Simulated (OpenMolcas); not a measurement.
Mn3+: effect of the ligand basis

Mn3+ with 6 ligands (fluoride) in octahedral coordination (Oh) at 1.96 Å. A charge of +0.5 e stands 2.4 Å behind each ligand.

```json
{"Program": "OpenMolcas", "Method": "CASSCF", "Spin-orbit coupling": "state interaction with AMFI integrals over the reference wave functions"}
```

Fixed: metal basis ANO-RCC-VTZP, active space 4 electrons in 5 orbitals (3d), DKH2 Hamiltonian.

States (labels of O, the rotations of Oh). Energies in cm-1 above the lowest state or level, χT in cm3 K/mol; 10Dq and B are least-squares fits to the states below 45000 cm-1, weighted by degeneracy, with a free offset, and given where the rms deviation is under 5 % of |10Dq| (or 100 cm-1) and under 700 cm-1.

| Run | Ligand basis | Ground state | First state of that spin | 10Dq | B (rms of fit) | First gap with spin-orbit (degeneracies) | χT at 300 K | First state of another spin | Cost |
| --- | --- | --- | --- | --- | --- | --- | --- | --- | --- |
| A | ANO-RCC-VDZP | 5E | 5T2 11182 | 10995 | 1142 (98) | 9.7 (1, 3) | 2.939 | 3T1 14690 | roughly 50 core-seconds |
| B | ANO-RCC-VTZP | 5E | 5T2 11094 | 10848 | 1153 (98) | 9.7 (1, 3) | 2.939 | 3T1 14834 | roughly 2.1 core-minutes |

Against A, |10Dq| changes by -1.3 % in B.

Costs are those of the RASSCF and RASSI steps.

An orbital doublet at a regular site is open to a Jahn-Teller distortion, which this geometry leaves out. Without dynamic correlation the repulsion within the d shell is too large (B by tens of per cent), so at a given field states of lower spin stand too high. This shell can be high or low spin here, a state of another spin lies low, and with metal d orbitals alone active their balance is uncertain, so the ground spin may be wrong. Ligand-to-metal charge-transfer states are missing. With no ligand orbital active B as a rule stays too high, so bands that hang on it stand too high and its fall with covalency is understated. With metal d orbitals alone and no dynamic correlation the field as a rule comes out too small, by tens of per cent, by up to half for chloride and softer ligands. No measured value stands beside these numbers; the geometry was imposed, not optimised, and the real ion may take another.
